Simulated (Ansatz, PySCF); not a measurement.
This Ansatz (an electronic-structure program) input computes a r2SCAN/def2-TZVPD energy:

Ansatz 0.2 input:
```yaml
crystal:
  periodic: [false, false, false]
  atoms:
    - {symbol: Cl, position_ang: [-0.00000000, -0.00000000, -1.77529694]}
    - {symbol: I, position_ang: [0.00000000, 0.00000000, 0.56943487]}
basis:
  gaussian:
    orbitals: def2-TZVPD
hamiltonian:
  xc: {name: r2SCAN}
output: {forces: true}
```

Question: Write an input for the same energy in PySCF and say what it gives.

Answer: 
```python
from pyscf import gto, scf, dft

mol = gto.M(
    atom='''
    Cl   -0.00000000   -0.00000000   -1.77529694
    I     0.00000000    0.00000000    0.56943487
    ''',
    basis='def2-tzvpd',
    ecp='def2-tzvp',
    charge=0,
    spin=0,
    verbose=4,
)

mf = dft.RKS(mol, xc='r2scan').density_fit(auxbasis='def2-universal-jkfit')
mf.grids.level = 4
mf.conv_tol = 1e-9
mf.max_cycle = 100
mf.max_memory = 1500
mf.kernel()
if not mf.converged:
    mf = mf.newton()
    mf.kernel(mf.make_rdm1())
mf.analyze()
```
It gives -758.00127 Eh, and Ansatz -758.00127 Eh, a difference of 0.00 mEh.
